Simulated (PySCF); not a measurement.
# Dipole response of H (hydrogen, neutral)

1s1, 2S determinant. All numbers are calculated (PySCF 2.14, scalar relativity by spin-free X2C-1e, in ANO-RCC-VTZP (3s2p1d, 14 functions)). Coupled (time-dependent) response in atomic units; α is the mean over directions. The basis has no added diffuse functions, which lowers α and C₆.

```tsv
method	mean α (bohr³)	C₆ (like pair)	S(−4)
UHF	4.279	6.325	20.41
```

S(−4) is the Cauchy moment in α(ω) = α(0) + S(−4) ω² + …

Reference α: 4.507 bohr³ (recommended; Schwerdtfeger and Nagle, table of static dipole polarizabilities (2023 update)). Published C₆: 6.499 (Chu and Dalgarno (2004); Tang, Norbeck and Certain (1976)).

α(iu) at UHF:

```csv
u (hartree),α(iu) (bohr³)
0,4.279
0.0500,4.229
0.100,4.084
0.200,3.594
0.300,2.997
0.500,1.960
0.750,1.175
1.00,0.7574
1.50,0.3798
2.00,0.2255
3.00,0.1053
5.00,0.03911
```

A single London oscillator, α(iu) = α/(1 + u²/ω²), gives C₆ = (3/4) ω α². Matching the computed C₆ needs ω = 4 × 6.325 / (3 × 4.279²) = 0.461 hartree.

For a non-relativistic one-electron ion the exact value is 9/(2Z⁴) = 4.500 bohr³; Hartree-Fock is exact here up to the basis and relativity.
